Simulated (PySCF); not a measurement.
From one molecule to another.

First species: C3H9FN2Si.
Numbering: `[F:1][CH2:2][C@H:3]1[CH2:4][NH:5][SiH2:6][NH:7]1` (hydrogens: H8, H9 on C2; H10 on C3; H11, H12 on C4; H13 on N5; H14, H15 on Si6; H16 on N7)

Cartesian coordinates in Å at the GFN2-xTB level; atoms count from 1:
```xyz
16
C3H9FN2Si angstrom
F      2.8768    0.5795    0.0475
C      1.9277   -0.2106   -0.5530
C      0.6492   -0.2422    0.2831
C     -0.0151    1.1367    0.3655
N     -1.4178    0.8928    0.6151
Si    -1.9423   -0.6020   -0.0521
N     -0.3206   -1.1170   -0.3338
H      1.7362    0.2080   -1.5460
H      2.3615   -1.2118   -0.6472
H      0.9128   -0.5762    1.2990
H      0.4222    1.7284    1.1754
H      0.1451    1.6758   -0.5790
H     -1.9761    1.7289    0.6352
H     -2.7154   -1.2884    0.9843
H     -2.6072   -0.6087   -1.3580
H     -0.0446   -2.0843   -0.3475
```

Second species: C6H3FN2S.
SMILES: `Fc1cccc2nsnc12`

Levels: wB97X-D/def2-SVPD for HOMO energy, LUMO energy, HOMO–LUMO gap and static isotropic polarisability; TDDFT wB97X-D/def2-SVPD for lowest singlet excitation; TDA wB97X-D/def2-SVPD for lowest triplet excitation (Tamm–Dancoff). Geometries: GFN2-xTB. Each structure is a single optimised conformer of the isolated species, non-relativistic unless stated. Electronic properties by PySCF.

Values for the first species:

- HOMO energy: -8.67 eV
- LUMO energy: 2.01 eV
- HOMO–LUMO gap: 10.68 eV
- Lowest singlet excitation: 6.10 eV
- Lowest triplet excitation (Tamm–Dancoff): 5.86 eV
- Static isotropic polarisability: 74.2 au

Task: Estimate the same properties for the second species, and the change in each.

Result: 
```tsv
property	first	second	second less first
HOMO energy	-8.67 eV	-8.89 eV	-0.22 eV
LUMO energy	2.01 eV	-1.08 eV	-3.09 eV
HOMO–LUMO gap	10.68 eV	7.81 eV	-2.87 eV
lowest singlet excitation	6.10 eV	4.02 eV	-2.08 eV
lowest triplet excitation (Tamm–Dancoff)	5.86 eV	2.63 eV	-3.23 eV
static isotropic polarisability	74.2 au	99.6 au	+25.4 au
```

On the first: S1 lies 4.58 eV below the HOMO–LUMO gap; its leading configuration is HOMO→LUMO, weight 0.53. The vertical singlet–triplet gap S1 − T1 is 0.24 eV (TDDFT singlet less Tamm–Dancoff triplet; S1: HOMO→LUMO, weight 0.53; T1: HOMO→LUMO, weight 0.46, beside HOMO−1→LUMO, weight 0.29).

On the second: No computed singlet falls in the visible range (750 to 380 nm, 1.65 to 3.26 eV); S1 lies 0.76 eV above its blue end. The principal polarisabilities are 55.2, 99.8 and 143.9 au; their mean is the isotropic value.
